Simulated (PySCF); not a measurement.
# TcNCl₄: breathing scan

These are results of B3LYP/[Tc def2-SVP with ECP28, N def2-SVP, Cl def2-SVP], scalar-relativistic core potentials, density fitting, no spin–orbit coupling, PySCF, not measurements.

Rigid scan from the singlet minimum (Tc–Cl 2.316 Å (×4), Tc–N 1.599 Å; Cl–Tc–Cl 87.5° (×4), Cl–Tc–Cl 156.0° (×2), Cl–Tc–N 102.0° (×4)). Coordinate: all bonds to the central atom scaled together. Energies in kJ/mol from the minimum.

Task: Predict the curve at 0.88, 0.92, 0.96, 1.00, 1.04, 1.08, 1.14, 1.22, 1.35.

Result: 
| scale of all bonds to the centre | E (kJ/mol) | dipole size (D) |
| --- | --- | --- |
| 0.88 | 571.3 | 0.18 |
| 0.92 | 220.0 | 0.16 |
| 0.96 | 47.9 | 0.12 |
| 1.00 | 0.0 | 0.06 |
| 1.04 | 36.8 | 0.01 |
| 1.08 | 129.9 | 0.08 |
| 1.14 | 332.1 | 0.19 |
| 1.22 | 651.6 | 0.35 |
| 1.35 | 1163.4 | 0.61 |

At long bonds a restricted determinant can lie too high, and another spin state can fall below this curve.

The scan took of the order of 3 core-minutes on a shared host.
